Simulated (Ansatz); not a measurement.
A run for Ansatz (a quantum-chemistry and plane-wave program): R-MP2/aug-cc-pVTZ on HF (SMILES F) with ghost functions, monomers drawn apart or pushed together.

Ansatz 0.2 input:
```yaml
crystal:
  periodic: [false, false, false]
  atoms:
    - {symbol: F, position_ang: [-0.04401971, 0.39980914, -0.26978324]}
    - {symbol: H, position_ang: [-0.01821981, 0.28339397, 0.65836339]}
basis:
  gaussian:
    orbitals: aug-cc-pVTZ
    ghost_atoms:
      - {symbol: C, position_ang: [0.40065898, -0.50220812, 2.46719790]}
      - {symbol: C, position_ang: [-0.33249425, 0.59456993, 2.62499488]}
      - {symbol: H, position_ang: [-0.05385716, -1.47986749, 2.36160135]}
      - {symbol: H, position_ang: [1.48313087, -0.46477413, 2.44697949]}
      - {symbol: H, position_ang: [0.12225829, 1.57106999, 2.73990328]}
      - {symbol: H, position_ang: [-1.41470996, 0.55594885, 2.65454194]}
magnetization: {spin_polarized: false}
correlation: {method: mp2, electrons: outside_noble_gas}
scf: {lower_state_search: off}
```

The head of its log:

```
WARN ansatz: RAYON_NUM_THREADS=2 ignored (pool sized by the plan → 2); use --threads N
Functional definition: HF
these checks for a lower state are left out or cut short: stability, starts, cluster_reference, orbital_swaps, neighbouring_geometries, increment
integrals: 0.60 GiB planned
1447 factors; integrals over basis functions are off by at most 1.3e-3 eV
mean field: 0.73 GiB planned
mean field evaluation 1: about -2721.7899 eV, gradient 2.5e1 eV
mean field evaluation 2: about -2721.7899 eV, gradient 2.5e1 eV
mean field evaluation 4: about -2722.7660 eV, gradient 1.2e0 eV
mean field evaluation 8: about -2722.7710 eV, gradient 6.2e-5 eV
mean field -2722.77099071 eV, -100.0599883481 hartree, gradient 2.1e-6 eV, S^2 0.000000; 0 other end points of the search recorded, 0 dependent functions left out
1 core orbitals not correlated
reference -2722.77099071 eV, -100.0599883481 hartree; 4, 4 occupied and 248, 248 virtual orbitals, 1447 factors
```

**Question.** Give the final energy of this run.

**Answer.** -100.3412 hartree.
